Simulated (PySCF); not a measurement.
The geometry has C6h symmetry (within 0.05 Å) and had no frequency check at the DFT level, so a distortion to lower symmetry isn't ruled out.

Delta-SCF ions had no search for a lower state. Excitations are Tamm–Dancoff values on a coarser integration grid. The basis has no diffuse functions, so Rydberg states are missing or too high.

## cyclo[12]carbon `C1#CC#CC#CC#CC#CC#C1` (charge 0, multiplicity 1)

The numbers are results of PBE0-D3(BJ)/def2-SVP // CAM-B3LYP-D3(BJ)/def2-SVP run with PySCF, not measurements.

```
Item                                                                   Result
--------------------------------------  -------------------------------------
HOMO                                                                 -6.61 eV
dipole moment                                                          0.00 D
LUMO                                                                 -3.78 eV
HOMO–LUMO gap                                                         2.83 eV
S1 excitation (TDA)                                                   1.67 eV
S1 oscillator strength                                                  0.002
T1 excitation (TDA)                                                   1.08 eV
S1–T1 gap (TDA)                                                       0.59 eV
vertical ionisation energy (Delta-SCF)                                8.33 eV
vertical electron affinity (Delta-SCF)                                2.10 eV
total energy                                                     -455.9067 Ha
cost                                    about 6 core-minutes (a rough figure)
```

Bond lengths (Å): C1–C2 1.237, C1–C12 1.368, C2–C3 1.368, C3–C4 1.237, C4–C5 1.368, C5–C6 1.237, C6–C7 1.368, C7–C8 1.237, C8–C9 1.368, C9–C10 1.237, C10–C11 1.368, C11–C12 1.237. Bond angles (°): C2–C1–C12 165.9, C1–C2–C3 134.1, C2–C3–C4 165.9, C3–C4–C5 134.1, C4–C5–C6 165.9, C5–C6–C7 134.1, C6–C7–C8 165.9, C7–C8–C9 134.1, C8–C9–C10 165.9, C9–C10–C11 134.1, C10–C11–C12 165.9, C1–C12–C11 134.1.
